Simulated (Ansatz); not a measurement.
Cost and result up the ladder for [(Cl)3Ti]2S (Ti₂SCl₆) (9 atoms). Charge 0, multiplicity 1. Geometry: r2SCAN-D4/def2-SVP.

```xyz
9

Ti   -0.0434    1.7037   -0.4502
Cl   -1.3115    2.5181    1.1095
Cl   -0.0173    3.0547   -2.1408
Cl    1.9780    1.3825    0.2776
S    -0.8945   -0.2446   -1.2269
Ti   -0.0886   -1.7399    0.2691
Cl   -1.4172   -3.4458    0.1765
Cl    1.9188   -2.3533   -0.2766
Cl   -0.1242   -0.8754    2.2617
```

Ansatz on 4 threads of Intel Xeon 6975P-C on a shared host. Times are rough, and most runs start from the orbitals of an earlier one. ωB97X-V/def2-TZVP serves as the yardstick here, not as an exact answer. Differences are given only for rows in sets of like size (and for xTB, whose basis is part of the method), since another set adds its own error. Binding counts from free atoms at the same level (Ti triplet, Cl doublet, S triplet; other spins of the atoms weren't run), without zero-point energy or a counterpoise term.

Correlated methods freeze 45 core orbitals; core or outer-core shells of Ti are correlated, in sets that lack core-valence functions. The rows differ in basis, and correlated rows in double-zeta sets carry the largest basis error.

Correlated methods converge slowly with the basis, most of all in double-zeta sets.

```csv
level,functions,wall time,binding energy per atom (eV),difference from ωB97X-V/def2-TZVP (eV),remarks
PBE-D4/def2-SVP,188,1.9 s,4.17,–,–
PBE0-D4/def2-SVP,188,3.7 s,3.79,–,–
MP2/def2-SVP,188,3.7 s,3.67,–,–
RPA@PBE/def2-SVP,188,4 s,3.16,–,–
PBE0-D4/def2-TZVP,349,13 s,3.79,0.10,–
B2PLYP/def2-TZVP,349,17 s,3.73,0.03,test for broken spin undecided
PBE0-D4/def2-TZVPD,418,20 s,3.79,0.09,–
ωB97X-V/def2-TZVP,349,22 s,3.70,0.00,–
B2PLYP/def2-TZVPD,418,28 s,3.73,0.03,test for broken spin undecided
```
